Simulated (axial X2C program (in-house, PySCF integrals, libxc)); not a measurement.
**Potential curves of CrB⁺, with spin–orbit coupling**

Computed with an axial X2C code built on PySCF integrals. Two-component (2c) means X2C with spin–orbit coupling and atomic mean-field two-electron Coulomb and Gaunt terms. Basis: Cr dyall-cv3z [9s10p6d3f2g], B dyall-v3z [7s6p2d1f] (cores contracted in-house); Gaussian nuclei, density fitting, unrestricted open shells. Masses: Cr 51.941 u, B 11.009 u.

State: Ω = 3 (⟨Sz⟩ = 3.00, ⟨Lz⟩ = 0.00 at B97-3). Energies in cm⁻¹ from the fragments at the same level (Cr+ + B). Fits are polynomials in 1 − R0/R over 0.85 to 1.23 times the lowest point R0.

```csv
R (Å),B97-3
1.8931,-11657
1.9802,-13520
2.0454,-14315
2.1107,-14729
2.1760,-14852
2.2522,-14728
2.3283,-14401
2.4262,-13791
2.5459,-12893
2.7200,-11507
```

The state is one determinant whose occupation by symmetry is held fixed; it was picked as the lowest of a PBE0 search that is not exhaustive. Dissociation energies refer to the lowest single-determinant-based atoms at the same level and basis. Density functionals use the spin component along the axis (collinear). The 2c atoms are single determinants rather than J levels; their spin–orbit lowering is only partly caught, and De is too large by that part. This holds for B97-3. Other states lie close and PBE0, whose exact exchange favours high spin, may order them wrongly; the determinant shown need not be the ground state. The nearest other 2c determinant of the search, Ω = 2, lies 0.36 eV up at the distance of the search. Without a current term, density functionals place determinants with orbital angular momentum somewhat too high. With several unpaired electrons one determinant need not be a pure state. Open-shell Ω = 0 determinants with evenly filled partner blocks cannot be reached by this program, so the Ω shown need not be the lowest component.

(1) What are Re, ωe and De at the B97-3 level?

Results:

(1) At B97-3, 2c: Re = 2.177 Å, ωe ≈ 431 cm⁻¹, De = 1.84 eV to Cr+ + B; Be follows as 0.391 cm⁻¹.
